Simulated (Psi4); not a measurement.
Psi4 input (wB97X-D/6-311+G**):

```
memory 1500 MB

molecule {
0 2
C    -0.73861400   -0.35040000   -0.44895600
C     0.71119900   -0.26135500   -0.14181100
F     1.21919100    0.96495100   -0.38547100
F     1.38520200   -1.14398600   -0.90253800
F     0.98651200   -0.53864200    1.15058500
Cl   -1.82614200    0.65834500    0.34993600
H    -1.10923600   -1.06224800   -1.16749800
symmetry c1
no_reorient
no_com
}

set {
  basis 6-311+G**
  reference uks
  scf_type df
  df_basis_scf def2-universal-jkfit
  dft_radial_points 99
  dft_spherical_points 590
  e_convergence 1e-8
  d_convergence 1e-7
  maxiter 150
}

e = energy('wb97x-d')
print_out(f'\nFINAL {e:.10f} DIPOLE {variable("CURRENT DIPOLE")[0]:.6f} {variable("CURRENT DIPOLE")[1]:.6f} {variable("CURRENT DIPOLE")[2]:.6f}\n')
```

From the output:

```
      95A      1.946118    96A      1.987008    97A      1.999506
      98A      2.024224    99A      2.057789   100A      2.169418
     101A      2.237106   102A      2.349417   103A      2.387408
     104A      2.521131   105A      2.599934   106A      2.682277
     107A      2.835090   108A      2.978524   109A      2.990319
     110A      3.054654   111A      3.418162   112A      3.687237
     113A      3.787519   114A      3.824282   115A      3.826742
     116A      3.835758   117A      3.848010   118A      3.851535
     119A      3.941832   120A      4.000673   121A      4.012000
     122A      4.193085   123A      4.246282   124A      4.270635
     125A      4.696518   126A      4.979620   127A      4.994878
     128A      6.358023   129A      6.405913   130A      6.429338
     131A      6.441805   132A      6.450777   133A      6.468612
     134A      6.538159   135A      6.817897   136A      6.845033
     137A      9.838241   138A     23.604221   139A     23.820202
     140A     25.914546   141A     25.968810   142A     26.412592
     143A     66.881968   144A     66.886040   145A     66.944253
     146A    215.905711

    Final Occupation by Irrep:
              A
    DOCC [    28 ]
    SOCC [     1 ]
    NA   [    29 ]
    NB   [    28 ]

  @DF-UKS Final Energy:  -836.50192068083390

   => Energetics <=

    Nuclear Repulsion Energy =            309.0463085571425381
    One-Electron Energy =               -1770.5777001638716683
    Two-Electron Energy =                 675.7304287072358875
    DFT Exchange-Correlation Energy =     -50.6993037210566371
    Empirical Dispersion Energy =          -0.0016540602840978
    VV10 Nonlocal Energy =                  0.0000000000000000
    Total Energy =                       -836.5019206808339050

  UHF NO Occupations:
  HONO-2 :   27  A 1.9993612
  HONO-1 :   28  A 1.9988446
  HONO-0 :   29  A 1.0000000
  LUNO+0 :   30  A 0.0011554
  LUNO+1 :   31  A 0.0006388
  LUNO+2 :   32  A 0.0003147
  LUNO+3 :   33  A 0.0002350

Computation Completed

Properties will be evaluated at   0.000000,   0.000000,   0.000000 [a0]

Properties computed using the SCF density matrix

 Multipole Moments:

 ------------------------------------------------------------------------------------
     Multipole            Electronic (a.u.)      Nuclear  (a.u.)        Total (a.u.)
 ------------------------------------------------------------------------------------

 L = 1.  Multiply by 2.5417464519 to convert [e a0] to [Debye]
 Dipole X            :         -0.7086728            0.0000094           -0.7086634
 Dipole Y            :         -0.2151441           -0.0000113           -0.2151554
 Dipole Z            :         -0.3090521           -0.0000076           -0.3090596
 Magnitude           :                                                    0.8025045

 ------------------------------------------------------------------------------------

FINAL -836.5019206808 DIPOLE -0.708663 -0.215155 -0.309060

*** Psi4 exiting successfully. Buy a developer a beer!
```

The geometry given is a B3LYP-D3(BJ)/def2-TZVP minimum.
